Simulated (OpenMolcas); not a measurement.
V4+ (d1) in a complex was computed by SS-CASPT2, IPEA 0.25 Eh, imaginary shift 0.1 Eh with the d shell active (OpenMolcas, ANO-RCC-VDZP on the metal). Its lowest spin-free states, and all those of the highest spin:

```csv
2S+1,Degeneracy,E (cm-1)
2,1,0
2,2,5340
2,2,20190
```

Problem. Is the site octahedral, tetrahedral or cube-like, axial, or of lower symmetry?

Solution. The states with 2S+1 = 2 have orbital degeneracies 1, 2, 2. There are pairs but no triples, so the site is axial: not cubic, but with a proper or improper axis of order three or more. The run had V4+ with 3 ligands (chloride) in trigonal planar coordination (D3h) at 2.15 Å. Ligand basis ANO-RCC-VDZP.

Roots that are degenerate in the reference are averaged as groups; the widest CASPT2 spread within a group is 320 cm-1 (the 2-fold group of multiplicity 2 near 20200 cm-1 above the lowest state of its run). Shifts and gaps below about the spread of the groups concerned are not significant. Over all roots computed the reference weight is 0.71; a low but even weight reflects the number of correlated electrons. The least metal-like active orbital is 75 % on the metal (Löwdin) and no ligand orbital is active, so the numbers are rough. Ligand-to-metal charge-transfer states are missing. No measured value stands beside these numbers; the geometry is a model, was not optimised and need not be the one that this ion takes.
